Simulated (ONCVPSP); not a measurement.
## Cutoff test, W (Z = 74), ONCV

- Element: tungsten (W)
- Generator: ONCVPSP 4.0.1
- Type: optimised norm-conserving Vanderbilt (ONCV)
- Functional: LDA (Perdew-Wang 92)
- Relativity: scalar-relativistic
- Frozen core: [Kr] 4d10 4f14
- Valence charge: 14
- Reference configuration: 5s2 5p6 5d5 6s1
- Partial waves: 5s+6s: rc 2.00 bohr, ncon 4, nbas 7, qcut 6 1/bohr, 2 projectors; 5p: rc 2.00 bohr, ncon 3, nbas 6, qcut 7.4 1/bohr, 1 projector; 5d: rc 2.55 bohr, ncon 4, nbas 8, qcut 5.7 1/bohr, 2 projectors, debl 1.4 Ha
- Local potential: polynomial inside 1.30 bohr (lpopt 5, dvloc0 2 Ha)
- Core correction: Teter function, fcfact 3, rcfact 1.45

Q: For each optimised wave give the share of its norm inside rc, the residual kinetic energy above qcut (Ha) and the cutoffs (Ha) for errors of 10, 1, 0.1 and 0.01 mHa per electron.

A:

```csv
wave,norm inside rc,residual KE,10 mHa,1 mHa,0.1 mHa,0.01 mHa
5s,0.984,3.4e-06,5.0,11.1,14.5,16.9
6s,0.113,1.8e-05,4.2,11.7,15.7,21.8
5p,0.938,2.0e-07,8.8,11.2,13.9,21.1
5d,0.716,2.2e-06,9.0,11.5,13.5,15.1
d projector 2,0.166,1.2e-05,9.6,12.4,14.4,17.2
```

The occupied waves need 12 Ha and 16 Ha for 1 and 0.1 mHa.
